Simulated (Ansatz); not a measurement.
A short molecular-dynamics run on GeFCl3 (GeCl₃F).

```yaml
crystal:
  periodic: [false, false, false]
  atoms:
    - {symbol: Ge, position_ang: [0.000223, -0.000402, 0.047679]}
    - {symbol: F, position_ang: [0.008144, -0.016005, 1.764187]}
    - {symbol: Cl, position_ang: [2.009872, 0.010063, -0.613250]}
    - {symbol: Cl, position_ang: [-1.013110, 1.746127, -0.583488]}
    - {symbol: Cl, position_ang: [-1.005128, -1.739803, -0.615128]}
basis:
  gaussian: {orbitals: "6-31G*"}
hamiltonian: {xc: {name: BLYP}}
md: {timestep: 0.5 fs, n_steps: 30, ensemble: nvt_langevin, temperature: 300, initial_velocities: maxwell_boltzmann, friction: 0.01, seed: 882}
scf: {omitted_lower_state_checks: [starts]}
```

```sh
$ ansatz run in.yaml --threads 2 --pin off --events-out ev --progress --plain --max-ram 4352MiB
```

| step | time (fs) | potential energy (eV) | kinetic (eV) | T (K) |
| --- | --- | --- | --- | --- |
| 0 | 0.0 | -96799.2876 | 0.1551 | 240 |
| 1 | 0.5 | -96799.2899 | 0.1671 | 258 |
| 2 | 1.0 | -96799.2923 | 0.1811 | 280 |
| 3 | 1.5 | -96799.2946 | 0.1769 | 274 |
| 4 | 2.0 | -96799.2968 | 0.1805 | 279 |
| 5 | 2.5 | -96799.2991 | 0.1703 | 264 |
| 6 | 3.0 | -96799.3018 | 0.1709 | 264 |
| 7 | 3.5 | -96799.3047 | 0.1750 | 271 |
| 8 | 4.0 | -96799.3076 | 0.1869 | 289 |
| 9 | 4.5 | -96799.3104 | 0.1935 | 299 |
| 10 | 5.0 | -96799.3129 | 0.1846 | 286 |
| 11 | 5.5 | -96799.3155 | 0.1814 | 281 |
| 12 | 6.0 | -96799.3182 | 0.2008 | 311 |
| 13 | 6.5 | -96799.3207 | 0.1958 | 303 |
| 14 | 7.0 | -96799.3228 | 0.1795 | 278 |
| 15 | 7.5 | -96799.3246 | 0.1818 | 281 |
| 16 | 8.0 | -96799.3263 | 0.1885 | 292 |
| 17 | 8.5 | -96799.3281 | 0.1958 | 303 |
| 18 | 9.0 | -96799.3301 | 0.2086 | 323 |
| 19 | 9.5 | -96799.3321 | 0.2195 | 340 |
| 20 | 10.0 | -96799.3337 | 0.2247 | 348 |
| 21 | 10.5 | -96799.3350 | 0.2233 | 345 |
| 22 | 11.0 | -96799.3357 | 0.2171 | 336 |
| 23 | 11.5 | -96799.3363 | 0.2010 | 311 |
| 24 | 12.0 | -96799.3367 | 0.1993 | 308 |
| 25 | 12.5 | -96799.3370 | 0.2020 | 313 |
| 26 | 13.0 | -96799.3368 | 0.1974 | 305 |
| 27 | 13.5 | -96799.3363 | 0.1928 | 298 |
| 28 | 14.0 | -96799.3356 | 0.1990 | 308 |
| 29 | 14.5 | -96799.3346 | 0.1869 | 289 |
| 30 | 15.0 | -96799.3335 | 0.1753 | 271 |

Velocities are drawn at the set temperature; a run this short doesn't reach equilibrium. Under Langevin dynamics the printed temperature counts 3N degrees of freedom, so it starts below the set value.

The 6-31G sets use Cartesian d functions.

Frames (Å, forces in eV/Å):

```xyz
5
time=0.0 fs
Ge    0.000    0.000    0.048   -0.001    0.000   -0.035
F     0.008   -0.016    1.764    0.004   -0.008    0.895
Cl    2.010    0.010   -0.613    0.890    0.005   -0.291
Cl   -1.013    1.746   -0.583   -0.449    0.774   -0.277
Cl   -1.005   -1.740   -0.615   -0.445   -0.771   -0.291
5
time=0.5 fs
Ge    0.001   -0.001    0.049   -0.038    0.017   -0.137
F     0.005   -0.013    1.763    0.010   -0.014    0.968
Cl    2.011    0.011   -0.613    0.878    0.004   -0.284
Cl   -1.015    1.747   -0.583   -0.425    0.737   -0.268
Cl   -1.006   -1.741   -0.616   -0.425   -0.743   -0.279
5
time=1.0 fs
Ge    0.002   -0.002    0.049   -0.080    0.030   -0.233
F     0.003   -0.011    1.761    0.015   -0.020    1.035
Cl    2.013    0.011   -0.613    0.867    0.002   -0.278
Cl   -1.017    1.747   -0.583   -0.400    0.699   -0.259
Cl   -1.007   -1.742   -0.618   -0.402   -0.711   -0.265
5
time=1.5 fs
Ge    0.004   -0.002    0.050   -0.125    0.042   -0.323
F     0.000   -0.008    1.760    0.020   -0.026    1.095
Cl    2.014    0.011   -0.613    0.858    0.001   -0.273
Cl   -1.018    1.748   -0.583   -0.375    0.660   -0.249
Cl   -1.008   -1.743   -0.619   -0.377   -0.677   -0.250
5
time=2.0 fs
Ge    0.005   -0.003    0.051   -0.171    0.054   -0.405
F    -0.002   -0.005    1.759    0.024   -0.032    1.148
Cl    2.016    0.012   -0.612    0.849   -0.001   -0.268
Cl   -1.020    1.749   -0.583   -0.350    0.620   -0.239
Cl   -1.010   -1.745   -0.620   -0.352   -0.642   -0.235
5
time=2.5 fs
Ge    0.006   -0.003    0.051   -0.216    0.064   -0.473
F    -0.004   -0.003    1.758    0.028   -0.038    1.186
Cl    2.017    0.013   -0.612    0.840   -0.002   -0.264
Cl   -1.022    1.750   -0.583   -0.325    0.583   -0.230
Cl   -1.011   -1.746   -0.622   -0.327   -0.607   -0.219
5
time=3.0 fs
Ge    0.007   -0.003    0.052   -0.262    0.070   -0.526
F    -0.006    0.000    1.758    0.031   -0.043    1.209
Cl    2.018    0.013   -0.611    0.832   -0.003   -0.260
Cl   -1.024    1.751   -0.583   -0.300    0.545   -0.220
Cl   -1.012   -1.747   -0.624   -0.301   -0.569   -0.203
5
time=3.5 fs
Ge    0.009   -0.003    0.052   -0.308    0.077   -0.571
F    -0.008    0.003    1.758    0.034   -0.048    1.223
Cl    2.020    0.013   -0.611    0.822   -0.005   -0.255
Cl   -1.026    1.752   -0.583   -0.275    0.506   -0.210
Cl   -1.014   -1.748   -0.625   -0.274   -0.530   -0.186
5
time=4.0 fs
Ge    0.010   -0.004    0.052   -0.354    0.082   -0.605
F    -0.010    0.006    1.758    0.038   -0.053    1.226
Cl    2.022    0.014   -0.611    0.812   -0.006   -0.251
Cl   -1.028    1.754   -0.583   -0.249    0.467   -0.200
Cl   -1.015   -1.750   -0.627   -0.246   -0.490   -0.169
5
time=4.5 fs
Ge    0.011   -0.004    0.052   -0.402    0.089   -0.636
F    -0.011    0.008    1.758    0.041   -0.058    1.225
Cl    2.023    0.015   -0.611    0.802   -0.008   -0.247
Cl   -1.030    1.755   -0.583   -0.223    0.427   -0.190
Cl   -1.017   -1.751   -0.628   -0.218   -0.450   -0.152
5
time=5.0 fs
Ge    0.013   -0.004    0.053   -0.449    0.097   -0.671
F    -0.013    0.011    1.758    0.044   -0.063    1.227
Cl    2.025    0.016   -0.611    0.791   -0.009   -0.242
Cl   -1.032    1.757   -0.583   -0.197    0.386   -0.179
Cl   -1.019   -1.752   -0.630   -0.190   -0.410   -0.134
5
time=5.5 fs
Ge    0.014   -0.004    0.053   -0.493    0.102   -0.699
F    -0.015    0.014    1.758    0.048   -0.068    1.221
Cl    2.026    0.016   -0.611    0.779   -0.011   -0.237
Cl   -1.034    1.758   -0.583   -0.171    0.347   -0.168
Cl   -1.020   -1.754   -0.632   -0.162   -0.370   -0.116
5
time=6.0 fs
Ge    0.015   -0.004    0.053   -0.535    0.111   -0.712
F    -0.016    0.016    1.759    0.052   -0.073    1.200
Cl    2.028    0.017   -0.611    0.764   -0.012   -0.231
Cl   -1.036    1.760   -0.583   -0.145    0.307   -0.158
Cl   -1.022   -1.755   -0.633   -0.136   -0.332   -0.100
5
time=6.5 fs
Ge    0.017   -0.005    0.053   -0.575    0.120   -0.722
F    -0.018    0.019    1.759    0.055   -0.079    1.177
Cl    2.030    0.018   -0.611    0.748   -0.014   -0.225
Cl   -1.038    1.761   -0.583   -0.119    0.268   -0.148
Cl   -1.024   -1.756   -0.635   -0.110   -0.295   -0.083
5
time=7.0 fs
Ge    0.018   -0.005    0.053   -0.612    0.127   -0.730
F    -0.019    0.021    1.760    0.059   -0.085    1.154
Cl    2.032    0.018   -0.611    0.733   -0.015   -0.219
Cl   -1.040    1.763   -0.582   -0.096    0.233   -0.139
Cl   -1.025   -1.757   -0.637   -0.084   -0.260   -0.067
5
time=7.5 fs
Ge    0.019   -0.006    0.053   -0.650    0.134   -0.728
F    -0.020    0.023    1.761    0.063   -0.091    1.124
Cl    2.034    0.019   -0.611    0.719   -0.017   -0.214
Cl   -1.041    1.764   -0.582   -0.073    0.199   -0.131
Cl   -1.027   -1.759   -0.639   -0.059   -0.225   -0.051
5
time=8.0 fs
Ge    0.020   -0.006    0.053   -0.686    0.143   -0.724
F    -0.022    0.026    1.761    0.067   -0.098    1.090
Cl    2.035    0.019   -0.611    0.705   -0.019   -0.208
Cl   -1.043    1.765   -0.581   -0.050    0.165   -0.123
Cl   -1.029   -1.760   -0.641   -0.035   -0.192   -0.035
5
time=8.5 fs
Ge    0.021   -0.007    0.053   -0.719    0.156   -0.714
F    -0.023    0.029    1.762    0.071   -0.104    1.050
Cl    2.037    0.020   -0.611    0.687   -0.020   -0.202
Cl   -1.045    1.766   -0.581   -0.027    0.130   -0.114
Cl   -1.030   -1.761   -0.643   -0.012   -0.161   -0.020
5
time=9.0 fs
Ge    0.023   -0.007    0.053   -0.750    0.174   -0.686
F    -0.024    0.031    1.764    0.075   -0.111    0.992
Cl    2.039    0.020   -0.611    0.667   -0.022   -0.195
Cl   -1.047    1.768   -0.580   -0.002    0.092   -0.105
Cl   -1.032   -1.762   -0.645    0.009   -0.132   -0.007
5
time=9.5 fs
Ge    0.024   -0.008    0.053   -0.786    0.194   -0.646
F    -0.026    0.033    1.766    0.081   -0.118    0.920
Cl    2.041    0.021   -0.611    0.649   -0.024   -0.187
Cl   -1.050    1.769   -0.580    0.025    0.052   -0.094
Cl   -1.033   -1.764   -0.647    0.031   -0.103    0.007
5
time=10.0 fs
Ge    0.025   -0.009    0.053   -0.820    0.215   -0.602
F    -0.027    0.035    1.768    0.087   -0.125    0.843
Cl    2.043    0.022   -0.611    0.629   -0.025   -0.179
Cl   -1.052    1.771   -0.580    0.051    0.012   -0.083
Cl   -1.034   -1.765   -0.649    0.052   -0.076    0.020
5
time=10.5 fs
Ge    0.026   -0.010    0.053   -0.849    0.238   -0.561
F    -0.029    0.037    1.770    0.094   -0.133    0.770
Cl    2.046    0.023   -0.612    0.605   -0.027   -0.169
Cl   -1.054    1.772   -0.579    0.077   -0.026   -0.073
Cl   -1.036   -1.766   -0.651    0.072   -0.052    0.033
5
time=11.0 fs
Ge    0.027   -0.011    0.053   -0.873    0.262   -0.528
F    -0.031    0.039    1.772    0.100   -0.140    0.704
Cl    2.048    0.024   -0.612    0.578   -0.029   -0.159
Cl   -1.056    1.773   -0.579    0.103   -0.064   -0.062
Cl   -1.038   -1.767   -0.653    0.091   -0.029    0.045
5
time=11.5 fs
Ge    0.028   -0.012    0.053   -0.891    0.288   -0.492
F    -0.033    0.041    1.774    0.106   -0.148    0.637
Cl    2.050    0.024   -0.613    0.549   -0.032   -0.148
Cl   -1.058    1.775   -0.579    0.127   -0.101   -0.053
Cl   -1.039   -1.768   -0.655    0.108   -0.008    0.056
5
time=12.0 fs
Ge    0.029   -0.012    0.053   -0.905    0.313   -0.447
F    -0.034    0.043    1.776    0.113   -0.156    0.562
Cl    2.052    0.025   -0.613    0.518   -0.034   -0.136
Cl   -1.060    1.776   -0.578    0.150   -0.135   -0.044
Cl   -1.040   -1.769   -0.657    0.124    0.012    0.066
5
time=12.5 fs
Ge    0.029   -0.013    0.053   -0.916    0.335   -0.401
F    -0.036    0.045    1.779    0.119   -0.164    0.485
Cl    2.055    0.026   -0.613    0.485   -0.036   -0.124
Cl   -1.062    1.778   -0.578    0.171   -0.166   -0.036
Cl   -1.042   -1.769   -0.659    0.141    0.031    0.077
5
time=13.0 fs
Ge    0.030   -0.014    0.053   -0.923    0.356   -0.359
F    -0.038    0.046    1.781    0.126   -0.171    0.412
Cl    2.057    0.027   -0.614    0.449   -0.039   -0.110
Cl   -1.064    1.779   -0.577    0.191   -0.197   -0.028
Cl   -1.044   -1.770   -0.660    0.157    0.051    0.086
5
time=13.5 fs
Ge    0.030   -0.015    0.053   -0.929    0.378   -0.319
F    -0.040    0.048    1.783    0.132   -0.179    0.340
Cl    2.059    0.027   -0.615    0.412   -0.041   -0.097
Cl   -1.066    1.780   -0.577    0.212   -0.228   -0.020
Cl   -1.046   -1.771   -0.662    0.173    0.070    0.096
5
time=14.0 fs
Ge    0.031   -0.016    0.053   -0.933    0.395   -0.279
F    -0.041    0.049    1.785    0.138   -0.186    0.268
Cl    2.062    0.028   -0.615    0.374   -0.044   -0.084
Cl   -1.068    1.782   -0.576    0.231   -0.257   -0.012
Cl   -1.048   -1.772   -0.664    0.189    0.091    0.107
5
time=14.5 fs
Ge    0.031   -0.017    0.053   -0.933    0.411   -0.235
F    -0.042    0.051    1.788    0.144   -0.193    0.193
Cl    2.065    0.029   -0.616    0.334   -0.046   -0.070
Cl   -1.069    1.783   -0.576    0.249   -0.285   -0.005
Cl   -1.049   -1.773   -0.666    0.206    0.113    0.118
5
time=15.0 fs
Ge    0.031   -0.017    0.053   -0.929    0.425   -0.191
F    -0.043    0.052    1.790    0.149   -0.200    0.118
Cl    2.067    0.029   -0.617    0.293   -0.048   -0.057
Cl   -1.071    1.785   -0.576    0.266   -0.310    0.001
Cl   -1.051   -1.774   -0.668    0.221    0.133    0.128
```

Run time 50 s (2 threads of Intel Xeon on a shared host).
